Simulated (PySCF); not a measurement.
**Nuclear quadrupole coupling in (BeS)4 cube**

Species: (BeS)4 cube, Be4S4.
Cartesian coordinates in Å at the PBE0-D3(BJ)/def2-SVP level; atoms count from 1:
```xyz
8
Be4S4 angstrom
Be     0.691   -1.232    0.202
S      1.512   -0.169   -1.372
Be    -0.548    0.027   -1.318
S     -1.307   -1.560   -0.228
Be    -1.053    0.118    0.956
S      0.787   -0.040    1.891
Be     0.910    1.087    0.159
S     -0.991    1.768   -0.292
```

Field gradients from the PBE0/pcSseg-1 density (PySCF, non-relativistic), principal values in atomic units, ordered |Vxx| ≤ |Vyy| ≤ |Vzz|:

```tsv
atom	Vxx	Vyy	Vzz
S2	-0.0691	-0.0699	0.1390
S4	-0.0688	-0.0702	0.1390
S6	-0.0696	-0.0709	0.1405
S8	-0.0681	-0.0706	0.1387
```

Question: Find the asymmetry η = (Vxx − Vyy)/Vzz and the couplings χ = eQV/h (234.96 MHz × Q in barn × V in au), with Q(33S) = −0.0678 b.

Answer: 
```csv
atom,environment,nucleus,η,χzz (MHz),χxx (MHz),χyy (MHz)
S2,sulfur bonded to 3 Be,33S,0.01,-2.215,1.101,1.114
S4,sulfur bonded to 3 Be,33S,0.01,-2.214,1.096,1.118
S6,sulfur bonded to 3 Be,33S,0.01,-2.238,1.108,1.129
S8,sulfur bonded to 3 Be,33S,0.02,-2.210,1.086,1.124
```

The gradient is axial or nearly so (η below 0.05) at S2, S4, S6 and S8. 

Question: What is Vzz at S4 in SI units (1 au = 9.71736 × 10²¹ V/m²)?

Answer: 0.1390 au = 1.351 × 10²¹ V/m².

Question: And the gradient at the other heavy atoms, for which no coupling is worked out here?

Answer: 
```csv
atom,environment,Vzz (au),η
Be1,beryllium bonded to 3 S,0.119,0.00
Be3,beryllium bonded to 3 S,0.119,0.00
Be5,beryllium bonded to 3 S,0.119,0.00
Be7,beryllium bonded to 3 S,0.119,0.00
```

The structure is a single PBE0-D3(BJ)/def2-SVP conformer in the gas phase; no vibrational or solvent corrections. The small basis limits the accuracy of the gradients.
